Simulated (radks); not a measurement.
Values are calculated unless marked as measured or tabulated.
Coherent X-ray form factor from a spherical all-electron density. Code: a radial shooting solver on a logarithmic mesh with Libxc functionals. Model: scalar-relativistic Kohn-Sham, r2SCAN, spin-polarised, spherical densities, finite nucleus; meta-GGA in the generalised Kohn-Sham scheme; Fermi nuclear charge, rms radius of each element as measured or else 0.836 A^(1/3) + 0.57 fm.

sin(theta)/lambda (1/angstrom)  f0 (electrons)
0.05                                    49.500
0.1                                     48.084
0.15                                    45.979
0.2                                     43.469
0.25                                    40.812
0.3                                     38.196
0.4                                     33.428
0.5                                     29.385
0.6                                     26.006
0.8                                     21.032
1                                       17.887
1.25                                    15.165
1.5                                     12.818
2                                        8.853

The species is in the configuration that NIST lists as its ground one. Which atom or ion scatters so?

Answer. The caesium ion Cs5+, [Kr] 4d10 5s2 5p2. Extrapolating in s^2 from the first two rows gives f0(0) = 50.0, near the electron count 50; among species with that count, the fall with angle is slower the higher Z, and the table is that of Z = 55; from so few rows the species is fixed only to a neighbour or two.
